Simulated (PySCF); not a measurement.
Zero-point energy (kcal/mol) of eight silicon and germanium compounds: PBE-D3(BJ) beside PBE0-D3(BJ), computed with PySCF for isolated molecules in the bases named; differences from unrounded values. The eight are the first of their class met in an unordered collection, after screening for sound electronic states; none was chosen by its value. Each level has its own optimised geometry.

| molecule | basis | PBE0-D3(BJ) | PBE-D3(BJ) | difference |
|---|---|---|---|---|
| C₂H₆OSi₂, SMILES C1=C[SiH2]O[SiH2]1 | def2-SVP | 45.38 | ___ | ___ |
| C2H7ClSi2, SMILES C1[Si@H]([SiH2]C1)Cl | def2-SVP | 51.69 | ___ | ___ |
| CH₄F₂O₂Si, SMILES CO[Si](O)(F)F | def2-SVP | 39.90 | 38.46 | -1.44 |
| CH₅N₃OSi, SMILES N#CO[SiH](N)N | def2-SVP | 47.17 | 45.51 | -1.66 |
| CH₇FOSi₃, SMILES F[SiH2][C@H]1O[SiH2][SiH2]1 | def2-SVP | 47.59 | ___ | ___ |
| GeF2ClBr, SMILES [F][Ge]([F])([Cl])[Br] | def2-SVP | 4.63 | 4.39 | -0.24 |
| CH8N2Si3, SMILES C1=N[SiH2][SiH2]N[SiH2]1 | def2-SVP | 55.97 | 53.88 | -2.09 |
| CH8FNOSi2, SMILES O[Si@@H](CF)[SiH2]N | def2-SVP | 60.44 | 58.40 | -2.05 |

Q: Some entries are withheld; supply them. (An estimate is asked for; the answer gives what the named calculation found.)

A: 
- C2H7ClSi2, SMILES C1[Si@H]([SiH2]C1)Cl, PBE-D3(BJ): 49.97
- C2H7ClSi2, SMILES C1[Si@H]([SiH2]C1)Cl, difference: -1.72
- CH₇FOSi₃, SMILES F[SiH2][C@H]1O[SiH2][SiH2]1, PBE-D3(BJ): 45.80
- CH₇FOSi₃, SMILES F[SiH2][C@H]1O[SiH2][SiH2]1, difference: -1.79
- C₂H₆OSi₂, SMILES C1=C[SiH2]O[SiH2]1, PBE-D3(BJ): 43.73
- C₂H₆OSi₂, SMILES C1=C[SiH2]O[SiH2]1, difference: -1.65

PBE-D3(BJ) lies below PBE0-D3(BJ) in 8 and above it in 0 of the eight; the mean signed difference is -1.58 and the largest -2.09 kcal/mol.
